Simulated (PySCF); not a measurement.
Electron correlation in Si (silicon, neutral)

[Ne] 3s1 3p3, high-spin 5S determinant (an excited configuration). All numbers are calculated (PySCF 2.14, the spin-free X2C one-electron Hamiltonian (Gaussian nucleus), in x2c-TZVPPall). Frozen: [Ne]; 4 electrons correlated.

MP2 pair energies summed by pair of shells (mhartree):

| pair | energy | share (%) |
| --- | --- | --- |
| 3p-3p | -17.63 | 82.4 |
| 3s-3p | -3.77 | 17.6 |

Total MP2 correlation energy: -21.40 mhartree.

Same-spin part -21.40 and opposite-spin part 0.00 mhartree; SCS-MP2 scales them by 1/3 and 6/5 to -7.13 mhartree.
